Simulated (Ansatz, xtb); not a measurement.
**Isomers of C4H9F2N in order of energy**

7 gas-phase structures of C4H9F2N, from a drawn sample of its isomers (lower ones may exist). Each was relaxed with GFN2-xTB; where two conformers were screened, the lower at r2SCAN-D4/def2-SVP//GFN2-xTB is listed:

A. `CCNCC(F)F`, a singlet
B. `CN(C)CC(F)F`, a singlet
C. `CNCC(C)(F)F`, a singlet
D. `CCC(F)(F)CN`, a singlet
E. `C[C@H](CN)C(F)F`, a singlet
F. `CNCCC(F)F`, a singlet
G. `CN[C@H](C)C(F)F`, a singlet

Task: Which do you expect lowest at r2SCAN-D4/def2-SVP//GFN2-xTB, and how would the others follow?

Result: Calculated order at r2SCAN-D4/def2-SVP//GFN2-xTB: D (0.0), C (24.0), E (28.0), G (48.4), A (50.4), F (52.8), B (79.4) kJ/mol. Less than 1 kcal/mol parts C and E; G and A; A and F, so the order within those pairs means little.

Energies above the lowest of each column, in kJ/mol; the last columns are at r2SCAN-D4/def2-SVP geometries and were run for some of them only (a dash: not run or not comparable):

```
structure  GFN2-xTB  HF/STO-3G  r2SCAN-D4/def2-SVP//GFN2-xTB  r2SCAN-D4/def2-SVP  CCSD(T)/def2-SVP + ΔMP2/def2-TZVPP
        D       6.6        0.0                           0.0                 0.0                                 0.0
        C       0.0        3.8                          24.0                23.3                                26.5
        E      19.6       18.8                          28.0                28.7                                21.3
        G      12.6       24.3                          48.4                48.8                                48.0
        A      17.7       19.2                          50.4                49.5                                45.7
        F      16.6       20.5                          52.8                52.8                                   –
        B       9.1       33.2                          79.4                   –                                   –
```

CCSD(T)/def2-SVP + ΔMP2/def2-TZVPP puts D lowest of those it was run on; GFN2-xTB picks C. CCSD(T)/def2-SVP + ΔMP2/def2-TZVPP orders those it was run on as D (0.0), E (21.3), C (26.5), A (45.7), G (48.0) kJ/mol. Less than 1 kcal/mol parts A and G, so the order within that pair means little. Flexible structures stand in one conformer each, not always the lowest. Frequencies (GFN2-xTB) were run for A, C, D, E, G alone. ΔMP2 is the change of the MP2 energy from the smaller to the larger basis.

Over these structures GFN2-xTB departs from r2SCAN-D4/def2-SVP//GFN2-xTB by 17.2 kJ/mol on average once a common shift is removed. A GFN2-xTB relaxation took about 0.066 s and the r2SCAN-D4/def2-SVP//GFN2-xTB energy about 1.9 s on a shared host (Ansatz 0.2.0, xtb 6.7.1).
